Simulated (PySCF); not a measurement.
# S: excitation energy

S [Ne] 3s2 3p4 (3P) → S [Ne] 3s1 3p5 (3P), as a difference of total energies. Computed with PySCF 2.14 in aug-cc-pCVTZ-DK with one added diffuse shell each of s, p, d, f type (9s8p6d4f, 91 functions), with scalar relativity by spin-free X2C-1e. Correlated levels: valence: [Ne] frozen; valence and next inner shell: 1s2 frozen; nothing frozen. The calculations carry no spin-orbit coupling.

| method | excitation energy (eV) |
| --- | --- |
| UHF | 11.586 |
| LDA | 10.030 |
| PBE | 10.062 |
| PBE0 | 10.488 |
| r2SCAN | 10.217 |
| BP86 | 10.031 |
| PW91 | 10.057 |
| B97-3 | 10.524 |
| CAM-B3LYP | 10.621 |
| MP2 (valence) | 10.536 |
| SCS-MP2 (valence) | 10.418 |
| MP2 (valence and next inner shell) | 10.538 |
| SCS-MP2 (valence and next inner shell) | 10.413 |
| MP2 (all electrons) | 10.531 |
| SCS-MP2 (all electrons) | 10.408 |

Problem. How much does correlation contribute at MP2 (all electrons)?

Solution. 10.531 − (11.586) = -1.055 eV, measured against UHF.

Errors of the correlated levels include the incompleteness of this basis and the frozen core.

The upper state lies above the first ionisation limit, where it may autoionise and the basis confines it.

Every method misses the reference by a wide margin, which points to the basis or the choice of state and not to the methods.

For comparison: 8.928 eV (measured; NIST levels, between the centres of gravity of the two terms).
